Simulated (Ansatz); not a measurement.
Consider the isomerisation: `B1COCS1` → `OC1CBS1`.

Program: Ansatz. Geometries: PBE0-D4/def2-TZVP. ΔE: electronic, gas phase. CBS: MP2 limit from def2 TZ/QZ plus the TZ coupled-cluster correction, frozen cores. DFT in def2-TZVPP. B3LYP here is the variant with VWN-RPA as its local correlation; programs differ in this. One conformer a species, not always the lowest.

Q: Is it downhill or uphill in electronic energy at CCSD(T)/CBS, and by how much? (An estimate is asked.)

A: Ansatz gave: Uphill: ΔE = +10.5 kJ/mol.

Q: What do these levels give: B3LYP-D4, ωB97X-V, ωB97M-V, B2PLYP, PBE, PBE0, B3LYP, HF/def2-TZVPP, SCS-MP2/def2-TZVPP, MP2/def2-QZVPP, HF/CBS(def2), MP2/CBS(def2)? (Best estimate.)

A: Ansatz gave: B3LYP-D4 18.3, ωB97X-V 17.1, ωB97M-V 12.7, B2PLYP 15.4, PBE 11.4, PBE0 12.4, B3LYP 17.6, HF/def2-TZVPP 23.0, SCS-MP2/def2-TZVPP 11.7, MP2/def2-QZVPP 6.7, HF/CBS(def2) 23.1, MP2/CBS(def2) 5.6 kJ/mol.

Largest T1 diagnostic among the species: 0.015.

In def2-TZVPP, CCSD(T) changes the Hartree–Fock value by −10.0 kJ/mol (the triples alone add −1.0 kJ/mol) and MP2 by −14.9 kJ/mol.
